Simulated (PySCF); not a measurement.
# What a mistake does to a calculation on B2CH3O cation

Calculated results; nothing here was measured. The program is PySCF 2.14.0, an open-source quantum chemistry code, run on an isolated molecule that a program drew, which may never have been made. The molecule is B2CH3O cation (charge +1, singlet), drawn as the SMILES string `[BH+]OB=C`.

Each row is a Hartree-Fock (HF) and frozen-core CCSD(T) single point in the cc-pVDZ basis, meant for a local HF minimum. Run 1 is clean. Each other run has one planted mistake out of seven kinds, and not every kind appears here: one electron removed, one electron added, multiplicity raised by two, geometry at a saddle point, minimal basis STO-3G, one bond length entered in bohr, all coordinates scaled. The reference is restricted for singlets and unrestricted otherwise, and also for a bond in bohr. Adding or removing an electron swaps singlet and doublet. Electrons count all cores. HOMO and LUMO are orbital energies over both spins, the gradient is its largest component, and the lowest frequency (negative if imaginary) is given only where the gradient is small. Bond lengths are over the 6 bonds as drawn. T1 is the CCSD diagnostic: over 0.02 (restricted) or 0.045 (unrestricted) a single reference is doubtful.

Geometry of the clean run:
```xyz
7
B2CH3O cation, angstrom
B    -1.2815    0.2555    1.8046
O    -0.1996    0.7381    1.5008
B     1.0215    1.2826    1.1563
C     2.2273    1.8205    0.8147
H    -2.3163   -0.2060    2.0953
H     2.6786    2.6168    1.3967
H     2.7788    1.4710   -0.0514
```

| run | electrons | basis functions | <S^2> | HOMO (eV) | LUMO (eV) | gradient (hartree/bohr) | lowest frequency (cm^-1) | mean bond (Å) | longest bond (Å) | T1 | HF (hartree) | CCSD(T) (hartree) | mistake |
|---|---|---|---|---|---|---|---|---|---|---|---|---|---|
| 1 | 26 | 71 | 0.000 | -13.90 | -4.22 | 2.6e-05 | 111 | 1.2177 | 1.381 | 0.0195 | -163.56304 | -164.05128 | no fault |
| 2 | 26 | 23 | 0.000 | -12.80 | -1.49 | 3.5e-02 | - | 1.2177 | 1.381 | 0.0218 | -161.50981 | -161.75013 | minimal basis STO-3G |
| 3 | 26 | 71 | 0.000 | -14.46 | -4.02 | 1.1e-01 | - | 1.1349 | 1.287 | 0.0168 | -163.51837 | -163.99108 | all coordinates scaled |
| 4 | 26 | 71 | 0.709 | -13.71 | -6.32 | 3.0e-02 | - | 1.3912 | 2.210 | 0.0734 | -163.42691 | -163.91744 | ? |

**Which mistake was planted in run 4, and what did it cost?**

The mean bond changes by a factor of 1.142 and the longest by 1.600, so the molecule wasn't scaled as a whole. A length L in bohr read as angstrom grows by (1/0.5292 - 1) L = 0.890 L. The 6 bonds together grew by 6 x 0.1735 = 1.041 Å, which gives L = 1.170 Å. That is bond B1-H5, 1.170 Å in the clean geometry. So the mistake is: one bond length entered in bohr. Subtracting run 1 and multiplying by 627.51 kcal/mol a hartree, the energy moved by 85.4 kcal/mol in HF and 84.0 kcal/mol in CCSD(T).

Cautions from the logs. Run 2: T1 is over the limit, so its CCSD(T) energy is less reliable; run 4: T1 is over the limit, so its CCSD(T) energy is less reliable.
